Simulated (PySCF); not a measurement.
**Spin-rotation constants: `ClC[B@H-]1[PH2+][B@@H-](Cl)[PH2+]1`, CH8B2Cl2P2**

Geometry:
```csv
atom,x (Å),y (Å),z (Å)
Cl1,-1.529,-2.120,0.187
C2,-2.019,-0.423,0.520
B3,-0.770,0.578,0.281
P4,0.902,0.032,1.156
B5,1.905,0.450,-0.489
Cl6,3.101,-0.833,-0.972
P7,0.174,0.325,-1.422
H8,-2.387,-0.416,1.546
H9,-2.864,-0.223,-0.139
H10,-0.996,1.725,0.477
H11,0.954,-1.314,1.453
H12,1.293,0.523,2.395
H13,2.348,1.547,-0.490
H14,-0.100,1.083,-2.553
H15,-0.014,-0.926,-1.973
```

Theory: GIAO CAM-B3LYP/pcSseg-1 magnetisability, rotational g tensor and spin-rotation constants, non-relativistic, gas phase (PySCF 2.14.0). Geometry: GFN2-xTB.

(1) Give the nuclear spin-rotation constants along the inertial axes (H = +C I·J) beside the isotropic shieldings.

(2) How do the rotational constants and the g tensor change when H8, H9, H10, H11, H12, H13, H14, H15 are replaced by deuterium?

Answers

(1) Rotational constants 1.8055, 0.7143, 0.7025 GHz. A star marks the isotopologue with that one atom substituted, in its own axes.
```
atom  isotope  Caa (kHz)  Cbb (kHz)  Ccc (kHz)  mean (kHz)  σ (ppm)
 Cl1     35Cl      0.335      0.040      0.150       0.175    889.9
  B3      11B      0.248      0.115      0.100       0.154    128.0
  P4      31P      2.043      0.858      1.046       1.316    444.4
  B5      11B      0.309      0.109      0.112       0.177    120.1
 Cl6     35Cl      0.173      0.120      0.034       0.109    969.9
  P7      31P      2.044      0.859      1.044       1.316    444.5
  H8       1H     -0.094     -0.083     -0.004      -0.060     28.7
  H9       1H     -0.093     -0.084     -0.003      -0.060     28.7
 H10       1H     -0.176      0.025     -0.072      -0.074     29.1
 H11       1H     -0.192      0.017     -0.061      -0.079     27.6
 H12       1H     -0.194     -0.058      0.011      -0.081     27.7
 H13       1H     -0.074     -0.006     -0.065      -0.048     27.9
 H14       1H     -0.194     -0.060      0.013      -0.081     27.7
 H15       1H     -0.192      0.018     -0.063      -0.079     27.6
  C2     13C*      0.345      0.097      0.143       0.195    144.9
```
For the geometry as given, no vibrational averaging.

(2) Constants 1.6037, 0.6695, 0.6659 GHz; g -0.0099, -0.0073, -0.0107, against -0.0110, -0.0078, -0.0112 before.
